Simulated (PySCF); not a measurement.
# Working out the excitation energy of As⁺

As⁺ [Ar] 3d10 4s2 4p2 (3P) → As⁺ [Ar] 3d10 4s1 4p2 4d1 (high-spin determinant). Calculation: PySCF 2.14, in aug-cc-pwCVDZ-PP with ECP10MDF; a scalar-relativistic core potential. Frozen: 3s2 3p6 3d10. Energies in hartree (1 hartree = 27.21139 eV):

| part | As⁺ (lower) | As⁺ (upper) |
| --- | --- | --- |
| UHF | -330.851977 | -330.213738 |
| CCSD correlation | -0.063299 | -0.033789 |
| (T) | -0.000920 | -0.003133 |

Question: What does Hartree-Fock give?

Answer: (-330.213738) − (-330.851977) = 0.638239 hartree = 17.367 eV.

Question: What do CCSD and CCSD(T) give?

Answer: The CCSD correlation energies differ by 0.029510 hartree = 0.803 eV and the triples by -0.002213 hartree = -0.060 eV, so CCSD gives 18.170 eV and CCSD(T) 18.110 eV.

One determinant mixes LS terms, so it does not stand for a single term.

A double-zeta basis recovers only part of the correlation energy.

The coupled-cluster amplitudes are large, so a single reference is strained.
